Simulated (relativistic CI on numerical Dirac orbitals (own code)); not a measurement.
# Cu27+: sensitivity of the levels to the model

Base calculation: Dirac-Coulomb-Breit CI, KLI orbitals optimised for each configuration, model QED (radiative potential, 1s self-energy scaled to tabulated hydrogen-like ionisation energies), unscaled Slater integrals.

Configuration list: 1s², 1s2s, 1s2p, 1s3s, 1s3p, 1s3d, 1s4s, 1s4p, 1s4d, 1s4f, 1s5s, 1s5p, 1s5d, 1s5f, 1s5g, 1s6s, 1s6p, 1s6d. Levels of other configurations are missing.

The lowest level and the first level of each name with at least 55 % of one term (blank where a level has no safe partner in the second run):

```tsv
Level	Base (eV)	Shift (eV)
1s² ¹S0	0.00	0.00
1s2s ³S1	8309.84	+0.86
1s2p ³P°0	8343.13	+0.64
1s2p ³P°1	8345.62	+0.31
1s2s ¹S0	8345.88	-2.59
1s2p ³P°2	8369.89	+0.62
1s2p ¹P°1	8389.98	-1.56
1s3s ³S1	9849.39	+0.23
1s3p ³P°0	9858.58	+0.17
1s3s ¹S0	9859.01	-0.68
1s3p ³P°1	9859.30	+0.08
1s3p ³P°2	9866.53	+0.17
1s3d ³D2	9871.27	0.00
1s3d ³D1	9871.40	+0.01
```

At this charge energies of transitions that change n are usually good to better than 1 %, and those within a shell (Δn = 0) to a few per cent.

**Question.** One thing was changed in a second run, which moved the levels as shown. Which?
A. Breit term removed
B. one mean potential for all configurations
C. QED terms removed
D. configuration mixing switched off
E. valence Slater integrals scaled by 0.9

**Answer.** E. Valence Slater integrals scaled by 0.9. Scaling acts on the splittings between terms and on the mixing, and leaves the fine structure of pure LS terms nearly alone; in jj coupling it moves the levels of one term differently.

LS names give the leading component of a level, which can be under half, so a name can repeat, a term be missing and a line seem to break the LS rules.
